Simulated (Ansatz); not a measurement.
C2H5O2, SMILES COC=[OH+], charge +1.

Geometry optimised at B3LYP-D3(BJ)/def2-SVP. The isomer is the one that the SMILES or the coordinates give; other isomers of the formula were not compared. The values are those of a single conformer.

Two levels are set side by side: PBE/def2-SVPD (Ansatz, a first-principles code) and PBE0/def2-SVPD (Ansatz). Energy differences of separate SCF runs at the same geometry; the states with an electron removed or added have multiplicity 2 and 2. Differences are taken from unrounded values.

| quantity | PBE0 | PBE | PBE minus PBE0 |
|---|---|---|---|
| vertical ionisation energy (eV) | 19.02 | 18.69 | -0.32 |
| vertical electron affinity (eV) | 5.14 | 5.01 | -0.13 |
| vertical singlet–triplet gap (eV) | 6.15 | 6.03 | -0.12 |
